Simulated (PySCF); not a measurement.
## A barrier at the coupled-cluster level

Start structure (GaSiH$_{7}$S, singlet), relaxed at PBE0-D4/def2-TZVP:

Ga1  (-0.639, -1.144, -0.281)
Si2  (1.547, -0.132, -0.124)
H3  (-1.317, -1.300, -1.695)
H4  (-1.179, -2.016, 0.915)
H5  (-1.320, 1.861, -0.401)
S6  (-1.977, 0.980, 0.373)
H7  (1.653, 1.064, -1.016)
H8  (1.822, 0.368, 1.258)
H9  (2.674, -1.040, -0.487)
H10  (-1.272, 1.318, 1.466)
(Å)

The step: GaSiH₅ ([SiH3][GaH2]) + H₂S → GaH₃S ([SH][GaH2]) + SiH₄; bonds formed: Si2–H5; dative contacts that become bonds: Ga1–S6; bonds broken: Ga1–Si2, H5–S6. Program: PySCF 2.14 with density fitting (its default auxiliary sets; JK sets also for MP2 and CCSD(T)). Basis: def2-TZVPP and def2-QZVPP. Cores are frozen in the correlated methods. Filled d shells of the heavier atoms are correlated. The def2 sets are not built for correlating such inner shells, so the correlated values are less sure here. Extrapolation: Hartree–Fock as exp(−7.88 √X), correlation as X^−2.97. Energies below are by CCSD(T) at an estimated basis limit (MP2 extrapolated from triple and quadruple zeta, plus CCSD(T) − MP2 in triple zeta).

(1) What are the electronic barrier and the energy of the step, from the start structure to the end structure? (To be estimated.)

T1 diagnostic: at most 0.014.

Answers

(1) By the calculation: Barrier 22.36 kcal/mol; step energy -11.81 kcal/mol (downhill); reverse barrier, their difference, 34.17 kcal/mol. Barrier and step energy count from the start structure, the reverse barrier from the end structure.

The saddle point: One imaginary mode of 963i cm⁻¹.
```
   pair  start (Å)  saddle (Å)  end (Å)
 Ga1–S6       2.59        2.44     2.21
 Si2–H5       3.50        1.91     1.50
Ga1–Si2       2.41        2.61     3.32
  H5–S6       1.34        1.69     3.41
```

Zero-point energy (harmonic, PBE0-D4): ZPE is 35.01 kcal/mol at the start and 33.24 kcal/mol at the saddle, so the barrier goes from 22.36 to 20.59 kcal/mol.

Labels in which every atom is bracketed show which atoms are joined, not bond orders.

For scale, one of the runs: CCSD(T)/def2-TZVPP, 230 basis functions, launched by `OMP_NUM_THREADS=4 python run.py`. Hardware: 4 CPU threads of an Arm Neoverse V2, shared host. Wall time 14 min; peak host memory 4 GiB.
